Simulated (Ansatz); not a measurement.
`C[SiH](C)Br` + `C[NH][InH2]` → `C[N](C)[InH2]` + `C[SiH2]Br` at 400 K and 1 bar (substitution at a C–Si bond).

Gas-phase electronic energies from Ansatz, PBE0-D4/def2-TZVP geometries. CCSD(T)/CBS adds triple-zeta CCSD(T) − MP2 to the extrapolated MP2 energy (def2 sets, frozen cores). def2 core potentials past Kr. For Br, In outer-core shells are correlated without core-valence functions, which leaves a few kJ/mol of doubt a bond. Scalar relativity is left out up to krypton.

```
        species  CCSD(T)/CBS energy (Eh)  H − E (kJ/mol)  S (J/(mol·K))
  `C[SiH](C)Br`              -2942.79434           251.7          380.7
  `C[NH][InH2]`               -286.14916           199.0          346.0
`C[N](C)[InH2]`               -325.40049           277.8          372.8
    `C[SiH2]Br`              -2903.51417           168.6          335.0
```

H − E and S are ideal-gas, rigid-rotor, harmonic terms from PBE0-D4/def2-TZVP. 1 Eh = 2625.50 kJ/mol, R = 8.31446 J/(mol·K).

Problem. By hand: ΔE, ΔH, ΔS and ΔG.

Solution. ΔE = (-325.40049) + (-2903.51417) − (-2942.79434) − (-286.14916) = 0.02884 Eh = 75.7 kJ/mol. Δ(H − E) = 277.8 + 168.6 − 251.7 − 199.0 = -4.3, so ΔH = 71.4 kJ/mol. ΔS = 372.8 + 335.0 − 380.7 − 346.0 = -18.9 J/(mol·K). ΔG = 71.4 − 400 × (-18.9)/1000 = 79.0 kJ/mol.

Problem. By hand: the equilibrium constant, and the temperature at which ΔG would vanish if ΔH and ΔS stayed fixed.

Solution. log₁₀ K = −ΔG/(RT ln 10) = -10.3. ΔH and −TΔS have one sign here, so there is no such temperature.

ΔH outweighs TΔS. A doubt of 5 kJ/mol in ΔE shifts log₁₀ K by 0.7 here. These are equilibria of isolated gas molecules and say nothing of rates. Largest T1 diagnostic: 0.017 (customary marks: 0.02 for closed shells, 0.045 for open ones).
